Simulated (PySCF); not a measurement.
Task: What does the PBE0-D3(BJ)/def2-SVP structure of `PB(O)O[SiH3]` look like in three dimensions?

Result: 
```
atom  x, y, z in Å
O1    -0.8426   -1.3215   -0.8631
B2    -0.7720   -0.2906    0.0239
P3    -2.2546    0.2943    1.1384
O4     0.4313    0.3057    0.2130
Si5    1.9235   -0.0787   -0.4628
H6    -1.7192   -1.7014   -0.9653
H7    -2.0932    1.6810    0.8569
H8    -3.2930    0.0919    0.1780
H9     1.8708    0.0363   -1.9484
H10    2.3279   -1.4596   -0.0715
H11    2.8940    0.9070    0.0857
```

Orientation and origin are arbitrary. Atoms count from 1 in this order. B2 (three-coordinate boron) is planar (angles 124.2°, 118.0° and 117.7°, sum 359.8°, 0.04 Å off the plane of its three neighbours). O4 (boron-bound oxygen) is bent (angle 129.1°). P3 (three-coordinate phosphorus) is pyramidal (angles 97.3°, 95.3° and 95.0°, sum 287.6°, 0.80 Å off the plane of its three neighbours). Si5 (oxygen-bound silicon) is tetrahedral (angles from 106.2° to 110.6°).

Bonds between heavy atoms (Å): O1–B2 1.362, B2–P3 1.945, B2–O4 1.356, O4–Si5 1.683.

Computed with PySCF 2.14.0, PBE0-D3(BJ)/def2-SVP geometry optimisation, gas phase.

Whether it is a minimum is left open (no frequencies). One conformer, not necessarily the lowest (H–O1–B2–P3 6°, O1–B2–P3–H -133° and -37°, O1–B2–O4–Si5 -3°).

Time: 47 s; peak memory 0.49 GiB. Hardware: one thread, Arm Neoverse V2 (aarch64), no GPU, on a shared host. These figures are those of the optimisation.
